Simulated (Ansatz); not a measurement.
Two isomers of CH6BrNOSi: A = `CN[SiH](O)Br`, B = `OCN[SiH2]Br`.

Gas-phase electronic energies from Ansatz, PBE0-D4/def2-TZVP geometries. CBS: MP2 limit from def2 TZ/QZ plus the TZ coupled-cluster correction, frozen cores. Functionals use def2-TZVPP. B3LYP here is the variant with VWN-RPA as its local correlation; programs differ in this. For Br outer-core shells are correlated without core-valence functions, which leaves a few kJ/mol of doubt a bond. Scalar relativity is left out up to krypton. One conformer a species, not always the lowest.

Question: Which is lower in electronic energy at CCSD(T)/CBS, and by how much? (Best estimate.)

Answer: Computed: A, by 41.3 kcal/mol.

Question: Give E(B) − E(A) in kcal/mol with MP2/def2-TZVPP, PBE0-D4, r2SCAN-D4, PBE-D4, B2PLYP, CCSD(T)/def2-TZVPP, B3LYP-D4. (An estimate is asked.)

Answer: Ansatz gave: MP2/def2-TZVPP 42.2, PBE0-D4 38.9, r2SCAN-D4 40.7, PBE-D4 37.7, B2PLYP 40.5, CCSD(T)/def2-TZVPP 40.4, B3LYP-D4 39.9. None reverses the order clearly.

Largest T1 diagnostic: 0.009.

From PBE to PBE0 (25 % exact exchange), in def2-TZVPP and without D4, E(B) − E(A) moves by +1.3 kcal/mol.
